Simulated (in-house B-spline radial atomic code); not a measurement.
## Two electrons outside the [Ar] 3d10 core: I²³⁺

Computed with an all-electron radial atomic-structure program (B-spline basis): configuration interaction (CI) of the two valence electrons in the field of the frozen Dirac-Fock core, alone and with many-body perturbation theory for the core (screened one- and two-electron correlation potentials), Breit and QED terms; no-pair Dirac Hamiltonian, finite nucleus. Labels give the configuration (outer n counted up each series) and the leading LS term, or the jj pair where no LS term holds 70 %.

Command:
```bash
python run_mb.py task.json out
```
Settings (nuclear radius in fm, box in bohr, cutoff in hartree):
```
basis_form          3
Z                   53
core_configuration  [Ar] 3d10
rms_radius          4.75
mass_number         127
speed_of_light      137.036
box_radius          3.6
lmax                6
intervals           58
virtual_cutoff      5618.0
```

Cost of the run: 86 s on 1 thread of Arm Neoverse V2, on a shared host.

Excitation energies (eV):

```csv
level,purity of the LS term,CI alone,CI + MBPT + Breit + QED
4s2 1S0,1.0,0,0
4s4p 3P°0,1.0,43.993,44.311
4s4p 3P°1,0.894,46.863,47.064
4s4p 3P°2,1.0,60.145,60.374
4s4p 1P°1,0.893,?,?
4p2 3P0,0.792,102.45,102.1
4p2 3P1,0.999,115.42,115.08
"4p2 (1/2,3/2)2",0.65 (1D),?,?
"4p2 (3/2,3/2)2",0.646 (3P),131.15,130.89
4p2 1S0,0.792,139.64,139.01
4s4d 3D1,1.0,147.52,147.02
4s4d 3D2,0.98,148.6,148.07
```

(1) Where does 4p2 (1/2,3/2)2 lie?

(2) Where does 4s4p 1P°1 lie?

(3) What is the first ionisation energy?

Some electric-dipole lines (reduced elements in atomic units, length form; vacuum wavelengths from the computed energies):

| upper | lower | D bare (size) | D with core polarisation (size) | λ (nm) | A (s⁻¹) |
| --- | --- | --- | --- | --- | --- |
| 4s4p 3P°1 | 4s2 1S0 | 0.276 | 0.265 | 26.344 | 2.6e+09 |
| 4p2 3P0 | 4s4p 3P°1 | 0.525 | 0.503 | 22.526 | 4.5e+10 |
| 4p2 3P1 | 4s4p 3P°0 | 0.528 | 0.507 | 17.519 | 3.2e+10 |
| 4p2 3P1 | 4s4p 3P°1 | 0.433 | 0.415 | 18.228 | 1.9e+10 |
| 4p2 (3/2,3/2)2 | 4s4p 3P°1 | 0.321 | 0.308 | 14.79 | 1.2e+10 |
| 4p2 1S0 | 4s4p 3P°1 | 0.0658 | 0.0631 | 13.485 | 3.3e+09 |
| 4s4d 3D1 | 4s4p 3P°0 | 0.531 | 0.511 | 12.071 | 1e+11 |
| 4s4d 3D1 | 4s4p 3P°1 | 0.436 | 0.419 | 12.404 | 6.2e+10 |
| 4s4d 3D2 | 4s4p 3P°1 | 0.795 | 0.764 | 12.275 | 1.3e+11 |

Weak lines are less accurate than strong ones.

## Answers

(1) 115.96 eV in CI alone and 115.8 eV with all corrections.

(2) 72.125 eV in CI alone and 71.492 eV with all corrections.

(3) 765.25 eV to the 4s1/2 state of the next ion (764.39 eV from CI alone). NIST lists 762 ± 4 eV (tabulated theory).
